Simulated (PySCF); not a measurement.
InH2Br, SMILES [Br][InH2]. Geometry optimised at PBE0-D3(BJ)/def2-TZVP. The def2 effective core potentials stand for the cores of In; spin–orbit coupling is left out.

Method: PBE0-D3(BJ)/def2-TZVP (PySCF 2.14.0).

Harmonic wavenumbers (cm⁻¹): 247, 394, 537, 571, 1869, 1880. Rotational constants (GHz): 101.6, 1.705, 1.677; symmetry number 2.

Question: Work out the zero-point energy and the ideal-gas rigid-rotor harmonic-oscillator thermochemistry at 298.15 K and 1 atm.

Answer: ZPE = ½ Σ hcν = ½ × 5497 cm⁻¹ = 32.88 kJ/mol. H − E(el) = 45.90 kJ/mol. Entropy in J/(mol K): translation 174.62, rotation 96.82, vibration 15.98, total 287.43. G − E(el) = -39.79 kJ/mol. Cp = 56.49 J/(mol K).
